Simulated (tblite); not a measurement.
Question: Give a GFN2-xTB geometry of `[SiH3]c1cccc2ccc3ccccc3c12`.

Answer: 
```xyz
27
C14H12Si angstrom
Si     1.2691    2.6766   -0.4962
C      1.5720    0.8954    0.0717
C      2.9033    0.5814    0.2915
C      3.3438   -0.7209    0.5071
C      2.4489   -1.7529    0.3993
C      1.0897   -1.4904    0.1730
C      0.1927   -2.5776   -0.0386
C     -1.1149   -2.3653   -0.2998
C     -1.6592   -1.0524   -0.2179
C     -3.0425   -0.8500   -0.3425
C     -3.5979    0.3866   -0.1354
C     -2.7793    1.4469    0.2526
C     -1.4203    1.2741    0.3539
C     -0.8093    0.0461    0.0610
C      0.6209   -0.1537    0.1083
H      0.9991    3.5693    0.6383
H      2.5124    3.1295   -1.1299
H      0.2002    2.7342   -1.4922
H      3.6363    1.3761    0.2797
H      4.3888   -0.9132    0.7033
H      2.7771   -2.7800    0.4756
H      0.6005   -3.5784   -0.0171
H     -1.7823   -3.1871   -0.5167
H     -3.6681   -1.6974   -0.5855
H     -4.6633    0.5336   -0.2352
H     -3.2191    2.4057    0.4859
H     -0.8186    2.0901    0.7180
```

Orientation and origin are arbitrary. Atoms count from 1 in this order. The 16 C–C bonds span 1.350 Å (C7–C8, aromatic) to 1.445 Å (C14–C15, aromatic), a spread of 0.095 Å. The 6-membered ring C6–C7–C8–C9–C14–C15 has internal angles of 117.3° to 121.2° (sum 718°, against 720° for a flat polygon); it is slightly puckered (a soft mode that the optimisation may not have finished), 0.05 Å rms from its mean plane, widest ring torsion 14°. Of the pairs four or more bonds apart, Si1···H27 is among the closest relative to their van der Waals radii: 2.49 Å, 75 % of the sum of Bondi's values. Si1 (SiH3 silicon) is tetrahedral (angles from 106.5° to 111.7°).

Bonds between heavy atoms (Å): Si1–C2 1.894, C2–C3 1.385, C3–C4 1.392, C4–C5 1.370, C5–C6 1.403, C6–C7 1.425, C7–C8 1.350, C8–C9 1.424, C9–C10 1.404, C10–C11 1.371, C11–C12 1.395, C12–C13 1.374, C13–C14 1.403, C14–C15 1.445, C2–C15 1.417, C6–C15 1.418, C9–C14 1.417.

Structure optimised with GFN2-xTB, isolated species.

Point group: C1 (no symmetry element, even within 0.4 Å). Its GFN2-xTB frequencies are all real (lowest 61 cm⁻¹).

Hardware: one thread of an Arm Neoverse V2, shared host with 32 logical CPUs at a one-minute load of 23. Cost: 1.4 s wall. These figures are those of the optimisation.

These are computed values.
